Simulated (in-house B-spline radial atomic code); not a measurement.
The numbers below are computed, except where a source is named.
## Weak and strong correlation along the adiabatic connection

Two-electron singlets in several external potentials (atomic units), by full CI in B-splines with partial waves to l = 8 (correlation energies up to 0.6 % small). The repulsion is scaled by λ at fixed density; W(λ) is the mean repulsion less the Hartree energy, W(0) = E_x, and the area under W from 0 to 1 is E_xc.

Relative drop (W(λ) − E_x)/E_x:

```
                             system  λ = 0.12  λ = 0.25  λ = 0.4  λ = 0.6  λ = 0.8   λ = 1
     ω²r²/2 − Z/r, ω = 0.913, Z = 2    0.0087    0.0176   0.0275   0.0398   0.0514  0.0622
−V exp(−r²/w²), V = 0.722, w = 4.55    0.0355    0.0675   0.0978   0.1301   0.1557  0.1764
 −V exp(−r²/w²), V = 1.88, w = 3.13    0.0222    0.0437   0.0655   0.0907   0.1122  0.1306
  ω²r²/2 − Z/r, ω = 0.0222, Z = 0.7    0.0728    0.1288   0.1736   0.2144   0.2426  0.2636
  −Z exp(−kr)/r, Z = 7.75, k = 3.24    0.0029    0.0059   0.0094   0.0140   0.0184  0.0228
 −V exp(−r²/w²), V = 1.52, w = 5.33    0.0298    0.0575   0.0846   0.1144   0.1386  0.1587
 −Z exp(−kr)/r, Z = 1.75, k = 0.239    0.0137    0.0276   0.0425   0.0607   0.0771  0.0921
```

Order the systems by how far second-order (GL2) theory, half the initial slope (estimated from the first points of each curve), overshoots the correlation energy, least first.
A. ω²r²/2 − Z/r, ω = 0.0222, Z = 0.7
B. −Z exp(−kr)/r, Z = 7.75, k = 3.24
C. −V exp(−r²/w²), V = 1.52, w = 5.33
D. −Z exp(−kr)/r, Z = 1.75, k = 0.239
E. ω²r²/2 − Z/r, ω = 0.913, Z = 2
F. −V exp(−r²/w²), V = 1.88, w = 3.13
G. −V exp(−r²/w²), V = 0.722, w = 4.55

B (GL2/E_c = 1.04), E (GL2/E_c = 1.12), D (GL2/E_c = 1.18), F (GL2/E_c = 1.32), C (GL2/E_c = 1.43), G (GL2/E_c = 1.52), A (GL2/E_c = 2.00).

What else changes along this order?

The ratio follows the bend of the curve. With it the leading natural occupation goes from 1.999 to 1.759 and −T_c/E_c from 0.96 to 0.49 between the first and the last.
